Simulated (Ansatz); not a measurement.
Input for Ansatz (an electronic-structure program): U-B3LYP/def2-TZVPP on CH4MgO (SMILES [CH3][Mg][OH]), a point of a bond scan (R = 0.984 Å).

Ansatz 0.2 input:
```yaml
crystal:
  periodic: [false, false, false]
  atoms:
    - {symbol: Mg, position_ang: [0.01243978, -0.08170774, 0.05863888]}
    - {symbol: C, position_ang: [-0.24275363, 1.59446996, -1.14429716]}
    - {symbol: H, position_ang: [-0.94830499, 2.18351977, -0.79388238]}
    - {symbol: H, position_ang: [-0.52403952, 1.31512017, -2.16281394]}
    - {symbol: H, position_ang: [0.67566808, 2.18360785, -1.20716694]}
    - {symbol: O, position_ang: [0.22953244, -1.50762973, 1.08197486]}
    - {symbol: H, position_ang: [0.34605594, -2.27298687, 1.63124580]}
basis:
  gaussian:
    orbitals: def2-TZVPP
hamiltonian:
  xc: {name: B3LYP}
magnetization: {spin_polarized: true, initial_magnetization: 0}
```

Problem. Predict the final total energy.

Solution. -315.9228 hartree.

Problem. How many basis functions does it have, and what does it roughly cost on one machine?

Solution. 150 functions; roughly 5 core-seconds.
